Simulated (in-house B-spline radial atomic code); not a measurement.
**Binding energies in Tl III (Tl2+)**

NIST's tabulated ground configuration is [Xe] 4f14 5d10 6s1; each binding energy is the energy of the ion with one electron taken from that subshell, relaxed, less that of the parent. Computed with a radial B-spline atomic code at the basis-set limit: Dirac-Hartree-Fock, average of configuration, Fermi nucleus of rms radius 5.4759 fm. Energies include first-order Breit, QED and recoil terms.

```json
{"subshell": "2p1/2", "X-ray name": "L2", "binding energy (eV)": "14724.5", "-ε (eV)": "14846.5", "relaxation (eV)": "61.8"}
{"subshell": "2p3/2", "X-ray name": "L3", "binding energy (eV)": "12682.4", "-ε (eV)": "12777.6", "relaxation (eV)": "57.7"}
{"subshell": "3p1/2", "X-ray name": "M2", "binding energy (eV)": "3446.3", "-ε (eV)": "3491.3", "relaxation (eV)": "33.2"}
{"subshell": "3p3/2", "X-ray name": "M3", "binding energy (eV)": "2987.5", "-ε (eV)": "3025.3", "relaxation (eV)": "31.0"}
{"subshell": "3d3/2", "X-ray name": "M4", "binding energy (eV)": "2511.9", "-ε (eV)": "2550.6", "relaxation (eV)": "34.2"}
{"subshell": "3d5/2", "X-ray name": "M5", "binding energy (eV)": "2415.6", "-ε (eV)": "2452.0", "relaxation (eV)": "33.4"}
{"subshell": "4p1/2", "X-ray name": "N2", "binding energy (eV)": "753.7", "-ε (eV)": "769.9", "relaxation (eV)": "13.7"}
{"subshell": "4p3/2", "X-ray name": "N3", "binding energy (eV)": "641.5", "-ε (eV)": "655.2", "relaxation (eV)": "12.4"}
{"subshell": "4d3/2", "X-ray name": "N4", "binding energy (eV)": "436", "-ε (eV)": "448.8", "relaxation (eV)": "12.3"}
{"subshell": "4d5/2", "X-ray name": "N5", "binding energy (eV)": "415.1", "-ε (eV)": "427.1", "relaxation (eV)": "11.9"}
{"subshell": "4f5/2", "X-ray name": "N6", "binding energy (eV)": "147.4", "-ε (eV)": "158.9", "relaxation (eV)": "11.7"}
{"subshell": "4f7/2", "X-ray name": "N7", "binding energy (eV)": "143", "-ε (eV)": "154.2", "relaxation (eV)": "11.5"}
{"subshell": "5p1/2", "X-ray name": "O2", "binding energy (eV)": "122.4", "-ε (eV)": "126.2", "relaxation (eV)": "3.4"}
{"subshell": "5p3/2", "X-ray name": "O3", "binding energy (eV)": "102.4", "-ε (eV)": "105.3", "relaxation (eV)": "2.8"}
{"subshell": "5d3/2", "X-ray name": "O4", "binding energy (eV)": "40.09", "-ε (eV)": "41.91", "relaxation (eV)": "1.83"}
{"subshell": "5d5/2", "X-ray name": "O5", "binding energy (eV)": "37.89", "-ε (eV)": "39.50", "relaxation (eV)": "1.65"}
{"subshell": "6s", "X-ray name": "P1", "binding energy (eV)": "28.11", "-ε (eV)": "28.41", "relaxation (eV)": "0.24"}
```

Relaxation = -ε minus the binding energy without Breit, QED and recoil terms.

Emission lines follow as differences of binding energies, with λ = 12398.42 eV·Å / E:

```tsv
line	holes	energy (eV)	wavelength (Å)
L3-M5	2p3/2 → 3d5/2	10266.8	1.2076
L2-M4	2p1/2 → 3d3/2	12212.6	1.0152
L2-N4	2p1/2 → 4d3/2	14288.5	0.86772
M5-N7	3d5/2 → 4f7/2	2272.6	5.4556
M4-N6	3d3/2 → 4f5/2	2364.5	5.2436
```

(1) What does it cost to remove both a 5p3/2 and a 5d5/2 electron?

(2) What does it cost to remove both a 4d3/2 and a 4f7/2 electron?

(3) What does it cost to remove both a 3p3/2 and a 5d3/2 electron?

Answers

(1) 155.32 eV, which is 15.06 eV more than the two single binding energies together.

(2) 610.15 eV, which is 31.16 eV more than the two single binding energies together.

(3) 3045 eV, which is 17.44 eV more than the two single binding energies together.
